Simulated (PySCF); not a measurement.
SMILES c1c(B(O)O)cc(C=C)cc1 (GFN2-xTB optimised geometry):

```
20

C     -2.036    -2.492    -0.017
C     -2.495    -1.247    -0.003
C     -1.699    -0.024     0.000
C     -2.358     1.207     0.003
C     -1.643     2.389     0.005
C     -0.260     2.364     0.003
C      0.436     1.154     0.000
B      2.017     1.085    -0.005
O      2.827     2.179    -0.074
O      2.610    -0.128     0.060
C     -0.306    -0.024     0.000
H     -2.706    -3.335    -0.018
H     -0.985    -2.724    -0.027
H     -3.567    -1.083     0.007
H     -3.439     1.233     0.003
H     -2.166     3.335     0.008
H      0.281     3.302     0.007
H      2.389     3.026    -0.124
H      3.567    -0.087     0.051
H      0.238    -0.955     0.001
```

Computed with PBE/def2-SVP (PySCF).

Question: What are the frontier orbital energies and the dipole moment?

Answer: HOMO-2 -7.31 eV, HOMO-1 -6.27 eV, HOMO -5.56 eV, LUMO -1.79 eV, LUMO+1 -1.43 eV; dipole moment 1.24 D.

Meta-Löwdin charges at PBE/def2-SVP: C1 -0.23, C2 -0.09, C3 0.01, C4 -0.10, C5 -0.11, C6 -0.10, C7 -0.10, B8 0.35, O9 -0.46, O10 -0.45, C11 -0.08, H12 0.11, H13 0.11, H14 0.10, H15 0.10, H16 0.11, H17 0.08, H18 0.33, H19 0.33, H20 0.11.
